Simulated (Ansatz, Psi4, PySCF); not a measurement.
C4H9NaO, singlet, at a GFN2-xTB geometry (such geometries of metal compounds can be far from the true shape) (in this run its highest filled SCF level lies above zero, so its values depend strongly on the basis, on diffuse functions most of all). Base run: R2SCAN/STO-3G run with PySCF.

Here is a job for PySCF.
```python
from pyscf import gto, scf, dft

mol = gto.Mole()
mol.atom = '''
    Na    1.41416953    1.64452484    0.99121953
    O     0.00638526    0.48438095    0.82645381
    C    -0.34210795   -0.36358128   -0.18034111
    C     0.75261015   -1.42345878   -0.42643827
    C    -1.65128625   -1.09921080    0.19043998
    C    -0.57667651    0.39883633   -1.50187583
    H     0.46412264   -2.11615523   -1.21272031
    H     0.92429880   -1.97817725    0.49249473
    H     1.68367264   -0.92366625   -0.71262686
    H    -1.49879107   -1.65142879    1.11299942
    H    -1.95379042   -1.78388005   -0.59743711
    H    -2.43541732   -0.36628070    0.35593475
    H     0.34667865    0.90926824   -1.79481754
    H    -1.35327420    1.14432514   -1.35006294
    H    -0.87968312   -0.27433875   -2.29951818
'''
mol.basis = 'sto-3g'
mol.verbose = 3
mol.build()

mf = dft.RKS(mol)
mf.xc = 'r2scan'
mf.kernel()
```

The same geometry, method and basis name were run in Ansatz (a first-principles code) and Psi4 and PySCF, at each program's defaults and at the settings that a row names. The base is PySCF at its defaults. Differences at the defaults can come from grids, fitting, cores and function types together.

| code and settings | ΔE vs base (µEh) | basis functions | E (Eh) | SCF cycles | dipole (D) |
|---|---|---|---|---|---|
| PySCF, defaults (exact integrals, its default grid, spherical functions) | 0.0 | 43 | -390.24110 | 10 | 7.29 |
| Psi4, defaults (density fitting with its default set, its default grid, spherical functions) | -2858 | 43 | -390.24395 | 9 | 7.29 |
| Ansatz, defaults (factorised integrals, its default grid, spherical functions) | -152 | 43 | -390.24125 | - | - |
| PySCF, density fitting with def2-universal-jkfit | -2216 | 43 | -390.24331 | 10 | 7.29 |
| PySCF, fine grid | -82.2 | 43 | -390.24118 | 10 | 7.29 |
| Psi4, exact integrals, spherical functions, fine grid | -359 | 43 | -390.24146 | 11 | 7.29 |
| Ansatz, high accuracy | -148 | 43 | -390.24124 | - | - |
